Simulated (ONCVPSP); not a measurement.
Reading a pseudo-wave (molybdenum (Mo))

Columns: radius, all-electron u(r) and pseudo u(r) of the 4s shell (level -64.71 eV) of molybdenum in the configuration [Ar] 3d10 4s2 4p6 4d5 5s0.75 5p0.25; PBE, scalar-relativistic, ONCV scheme, ONCVPSP 4.0.1.

```csv
r (bohr),all-electron,pseudo
0.118,0.3598,0.1076
0.235,-0.3642,0.2296
0.353,-0.5736,0.3759
0.470,-0.1922,0.5399
0.588,0.3297,0.7090
0.705,0.7436,0.8585
0.822,0.9930,0.9687
0.940,1.0965,1.0262
1.058,1.0909,1.0259
1.175,1.0184,0.9756
1.292,0.9113,0.8891
1.410,0.7905,0.7815
1.528,0.6706,0.6679
1.645,0.5606,0.5600
1.763,0.4620,0.4619
1.880,0.3777,0.3777
1.998,0.3060,0.3059
2.115,0.2468,0.2467
2.232,0.1981,0.1980
2.350,0.1580,0.1580
2.468,0.1257,0.1256
2.585,0.0998,0.0998
2.702,0.0791,0.0791
2.820,0.0625,0.0625
2.938,0.0492,0.0492
3.055,0.0388,0.0388
```

How many radial nodes do the two functions have?

The all-electron 4s function has n − l − 1 = 3 (the table is too coarse to show those close to the nucleus); the pseudo-wave has 0, since the states of the same l below it are removed with the core.

At about which radius was the pseudo-wave matched?

1.85 bohr, where the columns begin to agree (steps of 0.12 bohr).

Where does each function peak?

Outermost all-electron maximum near 0.94 bohr, pseudo maximum near 0.94 bohr (to the table’s step).

Is the pseudo-wave norm-conserving?

Yes: the ONCV scheme keeps the norm inside the radius equal to the all-electron one, which fixes the energy derivative of the logarithmic derivative at the level.
